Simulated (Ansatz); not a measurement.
A run for Ansatz (a first-principles code): R-PBE/def2-TZVPPD on C3H7NO (a complex), monomers drawn apart or pushed together. Files ending in .json are basis or fitting sets from the Basis Set Exchange.

Ansatz 0.2 input:
```yaml
crystal:
  periodic: [false, false, false]
  atoms:
    - {symbol: C, position_ang: [0.45191835, 0.47742770, 0.73907895]}
    - {symbol: C, position_ang: [-0.42315524, -0.51408969, 0.63306070]}
    - {symbol: H, position_ang: [1.20961828, 0.46828871, 1.51332629]}
    - {symbol: H, position_ang: [0.44869161, 1.31842951, 0.05561793]}
    - {symbol: H, position_ang: [-1.18062605, -0.52778837, -0.14183392]}
    - {symbol: H, position_ang: [-0.39736614, -1.35251528, 1.31864640]}
    - {symbol: N, position_ang: [-0.99767758, 0.41946676, 4.95530653]}
    - {symbol: C, position_ang: [-0.10917977, -0.42574925, 5.52699588]}
    - {symbol: O, position_ang: [0.71137070, -1.08469477, 4.92481680]}
    - {symbol: H, position_ang: [-1.00207448, 0.52998896, 3.95114988]}
    - {symbol: H, position_ang: [-1.65241646, 0.93529060, 5.51563176]}
    - {symbol: H, position_ang: [-0.20325534, -0.46101427, 6.62801840]}
basis:
  gaussian:
    orbitals: def2-TZVPPD.json
hamiltonian:
  xc: {name: PBE}
scf: {lower_state_search: off}
```

Task: Predict the final total energy.

Result: -248.2850 hartree.
